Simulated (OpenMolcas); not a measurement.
Cu3+ (d8) among equal point charges was computed by CASSCF with the d shell active (OpenMolcas, ANO-RCC-VTZP on the metal). Its lowest spin-free states, and all those of the highest spin:

```json
{"2S+1": "3", "Degeneracy": "1", "E (cm-1)": "0.0"}
{"2S+1": "3", "Degeneracy": "2", "E (cm-1)": "559.4"}
{"2S+1": "3", "Degeneracy": "1", "E (cm-1)": "1321"}
{"2S+1": "3", "Degeneracy": "2", "E (cm-1)": "1917"}
{"2S+1": "3", "Degeneracy": "1", "E (cm-1)": "2077"}
{"2S+1": "1", "Degeneracy": "1", "E (cm-1)": "18787"}
{"2S+1": "1", "Degeneracy": "2", "E (cm-1)": "19651"}
{"2S+1": "1", "Degeneracy": "1", "E (cm-1)": "19842"}
{"2S+1": "1", "Degeneracy": "1", "E (cm-1)": "20691"}
{"2S+1": "3", "Degeneracy": "1", "E (cm-1)": "22097"}
{"2S+1": "3", "Degeneracy": "2", "E (cm-1)": "24591"}
{"2S+1": "1", "Degeneracy": "1", "E (cm-1)": "27667"}
```

Q: Is the site octahedral, tetrahedral or cube-like, axial, or of lower symmetry?

A: The states with 2S+1 = 3 have orbital degeneracies 1, 2, 1, 2, 1, 1, 2. There are pairs but no triples, so the site is axial: not cubic, but with a proper or improper axis of order three or more. The run had Cu3+ among 5 point charges of -0.65 e arranged as a square pyramid (C4v), 1.72 Å from the ion, with the axial distance 1.789 Å.

Spin-orbit coupling mixes the spin-free states strongly: the lowest level takes only 62 % from its leading state, an unlabelled state of the same spin as most of the rest. Without dynamic correlation the repulsion within the d shell is too large (B by tens of per cent), so at a given field states of lower spin stand too high. Point charges give a weaker field than real ligands, and real ions of this kind are often low spin; the high spin found here belongs to the model. The ground term spreads over less than 5000 cm-1, several times less than with real ligands, so orbital moments are less quenched and χT lies further from the spin-only value than at real sites. Point charges carry no covalency, so the field is a model and not that of real ligands. An unlabelled pair can be two single states that coincide in this model. No measured value stands beside these numbers.
